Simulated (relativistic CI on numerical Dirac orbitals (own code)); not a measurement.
**Transition arrays of Pd3+**

Computed by Dirac-Coulomb-Breit CI, separate exchange-only KLI orbitals for each configuration, QED by a radiative potential, valence Slater integrals scaled by 0.9, whole transition arrays (own radial code, finite nucleus).

Configuration list (outside the closed core [Ar] 3d10 4s2): 4p⁶4d⁷, 4p⁶4d⁶4f, 4p⁵4d⁸, 4p⁶4d⁶5p, 4p⁶4d⁶5f. Levels of other configurations are missing.

All E1 lines from the levels of 4p⁶4d⁷; mean and standard deviation are weighted by gf, and upper levels are sorted by their leading configuration.

```
Upper configuration  Lines    Σgf  Mean (eV)  Mean (nm)  σ (eV)  Strongest line (nm)
           4p⁶4d⁶4f   2832  157.1      34.45     35.989    1.84               35.494
             4p⁵4d⁸    466  398.6      58.70     21.122    4.21               19.190
           4p⁶4d⁶5p   1718  100.4      20.27     61.170    1.36               63.218
           4p⁶4d⁶5f   2818  358.5      40.29     30.772    1.79               29.191
```

Σgf per state of the lower configuration in bins of 1 nm over the central range (centre: value): 19.5: 0.91, 20.5: 0.58, 21.5: 0.73, 22.5: 0.59, 23.5: 0.28, 24.5: 0.16, 25.5: 0.02, 27.5: 0.02, 28.5: 0.09, 29.5: 0.76, 30.5: 0.97, 31.5: 0.73, 32.5: 0.30, 33.5: 0.22, 34.5: 0.10, 35.5: 0.39, 36.5: 0.37, 37.5: 0.15, 38.5: 0.13, 39.5: 0.04, 40.5: 0.02, 52.5: 0.01, 53.5: 0.01, 54.5: 0.02, 55.5: 0.01, 56.5: 0.02, 57.5: 0.03, 58.5: 0.07, 59.5: 0.13, 60.5: 0.07, 61.5: 0.11, 62.5: 0.08, 63.5: 0.07.

Q: How do configuration mixing and the scaling of the Slater integrals move the arrays?

A: Slater scale 0.9, no configuration mixing: 4p⁶4d⁶4f 35.1 ± 1.5 eV (Σgf 345.6), 4p⁵4d⁸ 58.6 ± 4.1 eV (Σgf 237.8), 4p⁶4d⁶5p 20.3 ± 1.3 eV (Σgf 117.8), 4p⁶4d⁶5f 40.0 ± 1.6 eV (Σgf 220.9); Slater scale 1: 4p⁶4d⁶4f 34.5 ± 1.9 eV (Σgf 147.3), 4p⁵4d⁸ 59.1 ± 4.6 eV (Σgf 419.3), 4p⁶4d⁶5p 20.3 ± 1.5 eV (Σgf 99.0), 4p⁶4d⁶5f 40.3 ± 2.1 eV (Σgf 360.6); Slater scale 0.8: 4p⁶4d⁶4f 34.2 ± 1.6 eV (Σgf 154.0), 4p⁵4d⁸ 58.3 ± 3.8 eV (Σgf 378.2), 4p⁶4d⁶5p 20.2 ± 1.2 eV (Σgf 101.8), 4p⁶4d⁶5f 40.2 ± 1.6 eV (Σgf 368.9). With mixing, levels are counted to their leading configuration, so an array can shrink or vanish into another, and the sums then hold other lines.
